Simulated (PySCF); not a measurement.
SiCl2Br2, SMILES Cl[Si](Br)(Cl)Br. Geometry: PBE-D3(BJ)/def2-SVP.

Q: Give the equilibrium geometry at PBE-D3(BJ)/def2-SVP (PySCF confirms it by a frequency run) as bond lengths and angles, and its point group. (An estimate is asked for; the answer gives what the named calculation found.)

A: point group C2v.
Atoms: Cl1 Si2 Cl3 Br4 Br5. Bond lengths (Å): Cl1–Si2 2.057, Si2–Cl3 2.057, Si2–Br4 2.215, Si2–Br5 2.215. Angles (°): Cl1–Si2–Cl3 108.9, Cl1–Si2–Br4 109.5, Cl1–Si2–Br5 109.5, Cl3–Si2–Br4 109.5, Cl3–Si2–Br5 109.5, Br4–Si2–Br5 109.9.
